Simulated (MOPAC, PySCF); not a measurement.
H3IOSi, SMILES `O[SiH2]I` (H–O–Si–I torsion 56°), neutral singlet in the gas phase. 

Cartesian coordinates (Å):
```xyz
6

O      1.2968     0.0144    -0.2912
Si    -0.2779    -0.3243    -0.0116
I     -1.6438     1.7048    -0.0074
H      1.7394     0.6348     0.2906
H     -0.4929    -0.9570     1.3109
H     -0.7195    -1.1880    -1.1230
```
Charge 0, spin multiplicity 1.

All levels are single points at this geometry (PBE0-D4/def2-TZVP); Pople sets use spherical d functions. Orbital energies aren't observables, and empty levels follow the basis.

```tsv
level	HOMO (eV)	LUMO (eV)	gap (eV)	dipole (D)	vertical IE, Delta-SCF (eV)
PBE0-D4/def2-TZVP in PySCF	-7.69	-0.28	7.41	1.35	–
B3LYP/LANL2DZ in PySCF	-7.55	-0.73	6.82	1.73	–
PBE/6-31G* (LANL2DZ on I) in PySCF	-6.51	-0.88	5.63	1.86	9.77
SVWN5/6-31G* (LANL2DZ on I) in PySCF	-6.57	-1.08	5.50	1.84	–
AM1 in MOPAC	-10.29	-1.29	9.00	1.75	–
PM3 in MOPAC	-10.02	-1.82	8.19	3.83	–
```
